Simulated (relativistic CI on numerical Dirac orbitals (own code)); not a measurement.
**What each ingredient does to the levels of Os²⁷⁺**

Base calculation: Dirac-Coulomb-Breit CI, separate exchange-only KLI orbitals for each configuration, model QED, unscaled Slater integrals.

Configuration list (outside the closed core [Ar] 3d10 4s2): 4p⁶4d¹⁰4f³, 4p⁶4d¹⁰4f²5s, 4p⁶4d⁹4f⁴, 4p⁶4d¹⁰4f5s², 4p⁶4d¹⁰4f²5p, 4p⁶4d¹⁰4f5s5p, 4p⁵4d¹⁰4f⁴, 4p⁶4d¹⁰4f²5d, 4p⁶4d¹⁰4f5p², 4p⁶4d¹⁰4f5s5d, 4p⁶4d¹⁰4f5p5d, 4p⁶4d⁹4f²5s², 4p⁶4d¹⁰4f²5f, 4p⁶4d¹⁰4f²6s, 4p⁶4d¹⁰4f5d², 4p⁶4d¹⁰4f²6p. Levels of other configurations are missing.

Variants: (1) Breit term removed; (2) only the first 3 configurations. Shifts of the energy above 4p⁶4d¹⁰4f³ ⁴I°9/2, in cm⁻¹, for the lowest level and the first level of each name with at least 55 % of one term (blank where a level changes its place among those of its configuration and J or its character, or is not in the variant):

| Level | Base | Δ(1) | Δ(2) |
| --- | --- | --- | --- |
| 4p⁶4d¹⁰4f³ ⁴I°9/2 | 0.0 | 0.0 | 0.0 |
| 4p⁶4d¹⁰4f³ ⁴I°11/2 | 24743.7 | +1601.1 | -138.4 |
| 4p⁶4d¹⁰4f³ ⁴F°3/2 | 40122.3 | -648.3 | +2085.1 |
| 4p⁶4d¹⁰4f³ ⁴I°13/2 | 45083.3 | +2939.2 | -110.2 |
| 4p⁶4d¹⁰4f³ ⁴F°5/2 | 56584.5 | +186.7 | +2012.1 |
| 4p⁶4d¹⁰4f³ ⁴I°15/2 | 62154.4 | +4000.0 | +19.0 |
| 4p⁶4d¹⁰4f³ ⁴S°3/2 | 63737.1 | +687.4 | +1229.5 |
| 4p⁶4d¹⁰4f³ ⁴G°5/2 | 65479.5 | +228.7 | +2305.9 |
| 4p⁶4d¹⁰4f³ ⁴G°7/2 | 77145.9 | +1015.8 | +2181.4 |
| 4p⁶4d¹⁰4f³ ⁴F°9/2 | 82913.1 | +2522.1 | +1655.9 |
| 4p⁶4d¹⁰4f³ ²K°13/2 | 83546.0 | +2742.1 | +507.4 |
| 4p⁶4d¹⁰4f³ ²H°11/2 | 84813.7 | +2761.3 | +1146.9 |
| 4p⁶4d¹⁰4f³ ²P°1/2 | 95727.4 | +759.9 | +2052.6 |
| 4p⁶4d¹⁰4f³ ⁴G°9/2 | 97256.6 | +2320.4 | +2189.6 |

At this charge energies of transitions that change n are usually good to better than 1 %, and those within a shell (Δn = 0) to a few per cent. Terms inside the open d or f shell come out 10 to 20 % too wide with unscaled integrals.

Ionisation energy from the two ground configurations alone: base 897.143 eV. The NIST ASD value (theoretical) is 920 eV. The gap of more than 2 % comes from missing correlation, or from a tabulated value that is itself an estimate.

LS names give the leading component of a level, which can be under half, so a name can repeat, a term be missing and a line seem to break the LS rules.
